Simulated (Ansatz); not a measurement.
Cost and result up the ladder for Be5Se4 (9 atoms). Total charge 0; singlet. Geometry: B3LYP-D4/def2-SVP.

| atom | x (Å) | y (Å) | z (Å) |
| --- | --- | --- | --- |
| Be1 | -0.517 | 1.598 | -0.230 |
| Be2 | 1.225 | 0.072 | -0.810 |
| Be3 | -0.398 | -2.307 | -0.077 |
| Be4 | 0.437 | 0.134 | 1.398 |
| Be5 | -1.573 | -0.726 | -0.541 |
| Se6 | -1.715 | 0.591 | 1.274 |
| Se7 | 1.533 | 1.801 | 0.496 |
| Se8 | 1.520 | -1.659 | 0.589 |
| Se9 | -0.511 | 0.496 | -2.100 |

Ansatz on 4 threads of Arm Neoverse V2 on a shared host. Times are rough, and most runs start from the orbitals of an earlier one. PBE0-D4/def2-TZVP serves as the yardstick here, not as an exact answer. Differences are given only for rows in sets of like size (and for xTB, whose basis is part of the method), since another set adds its own error. Binding counts from free atoms at the same level (Be singlet, Se triplet; other spins of the atoms weren't run), without zero-point energy or a counterpoise term.

HSE06 is defined as in plane-wave codes, on full-range PBE exchange. Correlated methods freeze 36 core orbitals; core or outer-core shells of Se are correlated, in sets that lack core-valence functions. The rows differ in basis, and correlated rows in double-zeta sets carry the largest basis error. The structure comes from a short search, and lower isomers may exist.

Correlated methods converge slowly with the basis, most of all in double-zeta sets.

```tsv
level	functions	wall time
PBE-D4/def2-TZVP (with forces)	287	9 s
r2SCAN-D4/def2-TZVP	287	17 s
HSE06-D4/def2-TZVP	287	17 s
PBE0-D4/def2-TZVP	287	20 s
B97M-V/def2-TZVP	287	32 s
CCSD(T)/def2-SVP	173	2.6 min
```

Q: Estimate what each level gives for the binding energy per atom (eV).

A: 
```
                         level  binding energy per atom (eV)  difference from PBE0-D4/def2-TZVP (eV)
PBE-D4/def2-TZVP (with forces)                          3.30                                    0.05
           r2SCAN-D4/def2-TZVP                          3.28                                    0.03
            HSE06-D4/def2-TZVP                          3.25                                    0.00
             PBE0-D4/def2-TZVP                          3.25                                    0.00
              B97M-V/def2-TZVP                          3.08                                   -0.17
              CCSD(T)/def2-SVP                          2.54                                       –
```
